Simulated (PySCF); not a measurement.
Compound: C6H13NO.
SMILES with atom numbers: `[CH3:1][O:2][CH2:3]/[CH:4]=[CH:5]/[N:6]([CH3:7])[CH3:8]` (hydrogens: H9, H10, H11 on C1; H12, H13 on C3; H14 on C4; H15 on C5; H16, H17, H18 on C7; H19, H20, H21 on C8)

The geometry is computed with GFN2-xTB (gas phase).

(1) Give the optimised bond lengths and angles.

Answers

(1) 
```
                   bond  length (Å)   order
                  C1–O2       1.403  single
                  O2–C3       1.421  single
                  C3–C4       1.498  single
                  C4=C5       1.334  double
                  C5–N6       1.375  single
           N6–C7, N6–C8       1.442  single
          C1–H9, C1–H11       1.092  single
                 C1–H10       1.098  single
         C3–H12, C3–H13       1.098  single
                 C4–H14       1.078  single
                 C5–H15       1.084  single
C7–H16 and 3 like bonds       1.090  single
         C7–H18, C8–H19       1.098  single
```

Bonds in one row agree within 0.01 Å and their mean is given. Orders are formal, as drawn. A selection of angles:
```
   angle  degrees
C1–O2–C3    113.4
O2–C3–C4    113.2
C3–C4–C5    122.5
C4–C5–N6    127.8
C5–N6–C7    118.7
C5–N6–C8    117.8
C7–N6–C8    114.8
```

Torsions: C1–O2–C3–C4 67° (synclinal); O2–C3–C4–C5 -112° (anticlinal); C3–C4–C5–N6 173° (antiperiplanar); C4–C5–N6–C7 7° (synperiplanar). The mirror-image conformer, all signs reversed, is as good.

N6 (enamine nitrogen) has angles 118.7°, 117.8° and 114.8°, sum 351.2°, 0.24 Å off the plane of its three neighbours. The C–N distances run from 1.375 Å (C5–N6, drawn single) to 1.443 Å (N6–C8, drawn single), a spread of 0.068 Å. The 2 C–C bonds span 1.334 Å (C4=C5, drawn double) to 1.498 Å (C3–C4, drawn single), a spread of 0.164 Å. Of the pairs four or more bonds apart, C4···H9 is among the closest relative to their van der Waals radii: 2.65 Å, 91 % of the sum of Bondi's values. O2 (ether oxygen) is bent (angle 113.4°).

Point group: C1 (no symmetry element, even within 0.4 Å). Not checked by GFN2-xTB frequencies. One conformer, not necessarily the lowest.
